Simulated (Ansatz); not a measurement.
Consider the cleavage of the Si–Ge bond: `B[SiH2][GeH2][SiH3]` + `SC1CO1` → `[SiH3]SC1CO1` + `B[SiH2][GeH3]`.

Calculated with Ansatz (gas phase, PBE0-D4/def2-TZVP geometries, no zero-point term in ΔE). CBS: MP2 limit from def2 TZ/QZ plus the TZ coupled-cluster correction, frozen cores. Functionals use def2-TZVPP. For Ge outer-core shells are correlated without core-valence functions, which leaves a few kJ/mol of doubt a bond. Scalar relativity is left out up to krypton. Each species was taken in one conformer, which may not be the lowest.

`B[SiH2][GeH2][SiH3]`:

```xyz
13

B     0.189    2.254   -0.366
Si    1.564    0.826   -0.320
Ge    0.391   -0.879    0.903
Si   -1.601   -1.514   -0.232
H    -0.654    2.260   -1.214
H     0.103    3.056    0.516
H     1.913    0.234   -1.640
H     2.814    1.149    0.422
H     0.044   -0.366    2.313
H     1.322   -2.097    1.065
H    -1.275   -1.938   -1.619
H    -2.285   -2.635    0.466
H    -2.524   -0.350   -0.293
```

`SC1CO1`:

```xyz
8

S    -0.498    0.227    1.862
C     0.449    0.342    0.359
C    -0.022   -0.084   -0.950
O     0.960   -0.827   -0.234
H    -1.373   -0.687    1.415
H     1.149    1.171    0.428
H     0.332    0.416   -1.848
H    -0.997   -0.558   -1.031
```

`[SiH3]SC1CO1`:

Cartesian coordinates in Å:
```
Si -1.511 -1.528 -0.034
S -0.949 0.369 -0.843
C 0.417 0.728 0.255
C 1.554 1.487 -0.252
O 1.655 0.098 0.024
H -2.786 -1.883 -0.703
H -1.711 -1.405 1.434
H -0.489 -2.570 -0.299
H 0.139 0.814 1.303
H 2.106 2.139 0.420
H 1.575 1.751 -1.306
```

`B[SiH2][GeH3]`:

```xyz
10

B    -0.812   -0.314   -1.694
Si    0.591   -0.793   -0.374
Ge    0.141    0.759    1.401
H    -1.901   -0.803   -1.635
H    -0.629    0.554   -2.496
H     1.992   -0.555   -0.815
H     0.484   -2.160    0.205
H    -1.285    0.569    1.946
H     0.282    2.208    0.908
H     1.137    0.534    2.552
```

```json
{"level": "PBE-D4", "ΔE (kJ/mol)": "-28.9"}
{"level": "B2PLYP", "ΔE (kJ/mol)": "-36.4"}
```

Problem. What does CCSD(T)/CBS give? (Estimate.)

Solution. Computed: -34.3 kJ/mol. The listed levels differ from it by 5.4, -2.1 kJ/mol.

Largest T1 diagnostic among the species: 0.013.

In def2-TZVPP, CCSD(T) changes the Hartree–Fock value by +11.0 kJ/mol (the triples alone add +0.3 kJ/mol) and MP2 by +5.4 kJ/mol.

CCSD(T)/CBS has its own doubt, a few kJ/mol and more with outer-core shells, so smaller differences from it don't rank the levels.
